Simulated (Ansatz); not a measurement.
Ansatz (an electronic-structure program) input (CCSD(T)/def2-SVPD):

Ansatz 0.2 input:
```yaml
crystal:
  periodic: [false, false, false]
  atoms:
    - {symbol: Hg, position_ang: [-0.00000000, -0.00000000, -0.55616054]}
    - {symbol: Br, position_ang: [0.00000000, 0.00000000, 1.85286515]}
    - {symbol: O, position_ang: [-0.00000000, -0.00000000, -2.54467967]}
basis:
  gaussian:
    orbitals: def2-SVPD
magnetization: {spin_polarized: true, initial_magnetization: 1}
correlation: {method: ccsd_t, electrons: outside_noble_gas}
output: {forces: true}
```

Output:

```
Functional definition: HF
integrals: 0.20 GiB planned
941 factors; integrals over basis functions are off by at most 6.7e-4 eV
mean field: 0.60 GiB planned
mean field evaluation 1: about -76163.2641 eV, gradient 4.0e1 eV
mean field evaluation 2: about -76163.4877 eV, gradient 4.1e1 eV
mean field evaluation 4: about -76173.3733 eV, gradient 1.2e1 eV
mean field evaluation 8: about -76175.6286 eV, gradient 7.7e-1 eV
mean field evaluation 16: about -76175.6401 eV, gradient 4.3e-4 eV
mean field evaluation 32: about -76169.6266 eV, gradient 2.0e1 eV
mean field evaluation 64: about -76164.4151 eV, gradient 2.5e1 eV
mean field evaluation 96: about -76172.8711 eV, gradient 8.4e0 eV
mean field evaluation 128: about -76170.2804 eV, gradient 2.6e1 eV
mean field evaluation 160: about -76175.6400 eV, gradient 3.6e-2 eV
mean field evaluation 192: about -76173.9196 eV, gradient 6.5e-2 eV
mean field evaluation 224: about -76170.4463 eV, gradient 1.7e-1 eV
mean field evaluation 256: about -76170.9078 eV, gradient 6.6e-1 eV
mean field evaluation 288: about -76170.2121 eV, gradient 5.9e-1 eV
mean field evaluation 320: about -76170.2381 eV, gradient 5.7e-4 eV
mean field evaluation 352: about -76168.5687 eV, gradient 2.9e-4 eV
mean field evaluation 384: about -76168.7490 eV, gradient 2.0e-1 eV
mean field evaluation 416: about -76168.9774 eV, gradient 4.0e0 eV
mean field evaluation 448: about -76169.8510 eV, gradient 7.8e-1 eV
mean field evaluation 480: about -76169.5904 eV, gradient 4.8e0 eV
mean field evaluation 512: about -76170.1802 eV, gradient 1.5e-2 eV
mean field evaluation 544: about -76170.8358 eV, gradient 2.7e-3 eV
mean field -76175.64011194 eV, -2799.4031404106 hartree, gradient 2.8e-6 eV, S^2 0.771074; 4 other end points of the search recorded, 0 dependent functions left out
determinant -76175.64011194 eV, -2799.4031404106 hartree, with singles and doubles -76191.31832988 eV, -2799.9793042925 hartree
determinant -76173.91978077 eV, -2799.3399194059 hartree, with singles and doubles -76189.53141751 eV, -2799.9136364743 hartree
19 core orbitals not correlated
reference -76175.64011194 eV, -2799.4031404106 hartree; 13, 12 occupied and 67, 68 virtual orbitals, 941 factors
densities: 0.91 GiB planned
second order -15.51016268 eV of doubles, -0.00000000 eV of singles
coupled cluster: 0.65 GiB planned
cycle   1  -15.65953919 eV  change   -2.6e-1 eV  update   2.7e-2
cycle   2  -15.68375489 eV  change   -2.4e-2 eV  update   7.1e-3
cycle   3  -15.68582465 eV  change   -2.1e-3 eV  update   4.2e-3
cycle   4  -15.68835669 eV  change   -2.5e-3 eV  update   1.5e-3
cycle   5  -15.68884322 eV  change   -4.9e-4 eV  update   8.7e-4
cycle   6  -15.68961908 eV  change   -7.8e-4 eV  update   5.0e-4
cycle   7  -15.68987941 eV  change   -2.6e-4 eV  update   2.4e-4
cycle   8  -15.68991750 eV  change   -3.8e-5 eV  update   1.0e-4
cycle   9  -15.68989707 eV  change    2.0e-5 eV  update   4.6e-5
cycle  10  -15.68989631 eV  change    7.6e-7 eV  update   2.1e-5
cycle  11  -15.68989131 eV  change    5.0e-6 eV  update   1.1e-5
cycle  12  -15.68988730 eV  change    4.0e-6 eV  update   5.4e-6
cycle  13  -15.68988726 eV  change    4.3e-8 eV  update   2.6e-6
cycle  14  -15.68988573 eV  change    1.5e-6 eV  update   1.3e-6
cycle  15  -15.68988579 eV  change   -5.8e-8 eV  update   6.3e-7
perturbative correction -0.43358737 eV, -0.0159340420 hartree
the calculation of the forces begins
Total energy: -76191.76358511 eV, -2799.9956671205 hartree
Atom 0 at    -0.000000    -0.000000    -0.556161 Å, force    -0.000000     0.000000     0.249950 eV/Å
Atom 1 at     0.000000     0.000000     1.852865 Å, force     0.000000     0.000000     0.307150 eV/Å
Atom 2 at    -0.000000    -0.000000    -2.544680 Å, force    -0.000000    -0.000000    -0.557100 eV/Å
Dipole moment:    -0.000000     0.000000     0.068950 e Å
```

The spin state was set by rule; other spins were not relaxed.
